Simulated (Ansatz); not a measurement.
Total energies of In9As9H26, a nanocrystal cut from wurtzite InAs (hydrogen-capped) from Ansatz at PBE-D4/def2-SVP, gas phase (1 Eh = 27.2114 eV = 2625.5 kJ/mol). The reference geometry is relaxed at PBE-D4/def2-SVP.

Cartesian coordinates in Å:
```
As 2.8421 1.2307 -2.8895
In 0.4611 2.3533 -2.3948
As -1.0035 0.6722 -4.0677
In 1.3679 3.0026 1.8007
As -0.1240 1.4939 0.0065
In -2.6384 2.0813 0.4305
In -2.8328 -1.1028 -3.2127
As -4.0104 0.4092 -1.3275
As -3.2261 0.6980 2.6477
In 3.0958 -1.5197 -2.9965
In 4.5222 -0.1780 1.3992
As 2.6001 0.9157 2.9450
As 2.8695 -1.5888 -0.3209
In 0.3684 -1.0898 0.2985
As -1.2010 -2.4183 -1.5507
In 1.0104 -0.4956 4.6064
As -0.4163 -1.8799 2.6751
In -3.0957 -2.0634 2.6463
H 3.4847 2.0022 -4.0412
H 3.7363 1.7681 -1.7747
H 0.1375 3.9640 -2.9585
H -1.6580 1.4379 -5.2180
H -0.0648 -0.1699 -4.9284
H 2.4387 3.9023 0.7519
H 0.1382 3.6851 2.8393
H -3.3226 3.6604 0.1963
H -3.8195 -1.9280 -4.3744
H -5.1687 1.1292 -2.0185
H -4.8635 -0.5909 -0.5510
H -2.2461 1.2405 3.6854
H -4.4945 1.3036 3.2468
H 4.6925 -1.8836 -3.5702
H 1.5815 -1.9696 -3.7557
H 5.1221 1.0782 0.3405
H 5.4437 -1.3906 2.2401
H 3.4714 1.6548 3.9702
H 2.9129 -3.0762 0.0413
H -0.3594 -3.3401 -2.4281
H -2.0534 -3.4940 -0.8843
H -0.2143 0.5949 5.2143
H 1.8826 -1.7150 5.4890
H 0.0779 -3.3284 2.6196
H -3.6717 -2.4284 1.0316
H -3.7726 -2.6272 4.1414
```

```json
{"state": "charge 0 singlet", "geometry": "reference", "energy (Eh)": "-21844.53032"}
{"state": "charge 1 doublet", "geometry": "reference", "energy (Eh)": "-21844.27002"}
{"state": "charge -1 doublet", "geometry": "reference", "energy (Eh)": "-21844.57762"}
{"state": "free As atom (quartet)", "geometry": "–", "energy (Eh)": "-2235.19489"}
{"state": "free In atom (doublet)", "geometry": "–", "energy (Eh)": "-190.11196"}
{"state": "free H atom (doublet)", "geometry": "–", "energy (Eh)": "-0.49863"}
```

In the def2 sets In takes a core potential; there is no spin–orbit coupling. Single mean-field runs in def2-SVP are fitted with def2-universal-jkfit.

Q: Work out the vertical ionisation energy to the doublet.

A: E(charge 1 doublet) − E(charge 0 singlet) = -21844.27002 − (-21844.53032) = 0.26030 Eh = 7.08 eV. For comparison, −ε of the highest occupied level is 5.50 eV at this level, 1.58 eV less.

Q: Work out the vertical electron affinity, to the doublet.

A: E(charge 0 singlet) − E(charge -1 doublet) = -21844.53032 − (-21844.57762) = 0.04730 Eh = 1.29 eV. The basis lacks diffuse functions, which makes affinities too small.

Q: Give the fundamental gap IE − EA, the Mulliken electronegativity (IE + EA)/2 and the hardness (IE − EA)/2.

A: From the values in Eh: IE − EA = 0.26030 − 0.04730 = 0.21300 Eh = 5.80 eV; (IE + EA)/2 = 4.19 eV; (IE − EA)/2 = 2.90 eV. The HOMO–LUMO gap of the same run is 2.92 eV, 2.88 eV smaller than the fundamental gap.

Q: What is the binding energy per atom against free atoms?

A: Atoms: 9 × (-2235.19489) + 9 × (-190.11196) + 26 × (-0.49863) = -21840.72603 Eh. Binding: -21840.72603 − (-21844.53032) = 3.80429 Eh = 103.52 eV, or 2.35 eV for each of 44 atoms (no zero-point energy, no counterpoise term).

At PBE-D4/def2-SVP the gap within one spin of the charge 1 doublet nearly closes, so an electron or hole may be smeared out by delocalisation error. At PBE-D4/def2-SVP the gap within one spin of the charge -1 doublet nearly closes, so an electron or hole may be smeared out by delocalisation error. At PBE-D4/def2-SVP the highest occupied level of the charge -1 doublet lies above zero (up to 0.13 eV). By energy differences its removal costs 1.29 eV (vertical, to the charge 0 singlet, at PBE-D4/def2-SVP); self-interaction error and the lack of diffuse functions both raise the level.
